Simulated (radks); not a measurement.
Species: Ce III. Configuration: [Xe] 4f2. Calculated with a radial shooting solver on a logarithmic mesh with Libxc functionals: scalar-relativistic Kohn-Sham, Wu-Cohen GGA, spin-polarised, spherical densities, point nucleus; open shells are filled with parallel spins first (spin-orbit coupling, left out, can overturn this in heavy ions).

Local quantities along the radius. ELF = 1/(1 + alpha^2) is the electron localisation function; alpha = (tau - tau_W)/tau_unif compares the Pauli kinetic energy density with that of the uniform gas (summed over spins). tau is taken from the large components.

```
   r/bohr * ELF (the largest magnitude, 0.999, reaches the edge; | marks zero)
 0.001732 |                                                      *
    0.002 |                                                      *
 0.002291 |                                                      *
 0.002646 |                                                      *
 0.003031 |                                                      *
 0.003501 |                                                      *
 0.004011 |                                                      *
 0.004632 |                                                      *
 0.005307 |                                                      *
 0.006129 |                                                      *
 0.007022 |                                                      *
 0.008109 |                                                      *
 0.009291 |                                                      *
  0.01073 |                                                     *
  0.01229 |                                                     *
   0.0142 |                                                    *
  0.01627 |                                                  *
  0.01863 |                                               *
  0.02152 |                                         *
  0.02466 |                                *
  0.02848 |                       *
  0.03262 |                  *
  0.03768 |                 *
  0.04317 |                    *
  0.04985 |                          *
  0.05711 |                                 *
  0.06596 |                                      *
  0.07557 |                                        *
  0.08727 |                                      *
  0.09999 |                                *
   0.1155 |                       *
   0.1323 |                  *
   0.1528 |                   *
    0.175 |                          *
   0.2022 |                                    *
   0.2316 |                                        *
   0.2675 |                                        *
   0.3064 |                                *
   0.3511 |                  *
   0.4055 |          *
   0.4645 |                *
   0.5365 |                                *
   0.6146 |                                        *
   0.7098 |                                        *
   0.8132 |                                 *
   0.9392 |                      *
    1.076 |               *
    1.243 |                 *
    1.424 |                           *
    1.644 |                                     *
    1.884 |                                        *
    2.176 |                                     *
    2.492 |                              *
    2.879 |                *
    3.298 |     *
    3.809 |*
    4.364 *
    5.039 *
    5.773 *
```

On this mesh the ELF has minima near r = 0.038, 0.13, 0.41, 1.1 bohr, which separate the shells, and maxima near 0.076 (0.75), 0.23 (0.75), 0.61 (0.74), 1.9 (0.74).

Self-consistent cycle (total energy in hartree, residual of the potential): 1: -8856.104710, 7e+00; 2: -8858.423642, 3e+00; 3: -8859.020143, 5e-01; 4: -8859.018350, 3e-01; 5: -8859.032997, 5e-02; 6: -8859.035317, 2e-03; 7: -8859.035309, 4e-04; 8: -8859.035304, 5e-05; 9: -8859.035304, 1e-05; 10: -8859.035304, 5e-06; 11: -8859.035304, 1e-06; 12: -8859.035304, 3e-07; 13: -8859.035304, 1e-08; 14: -8859.035304, 3e-09.
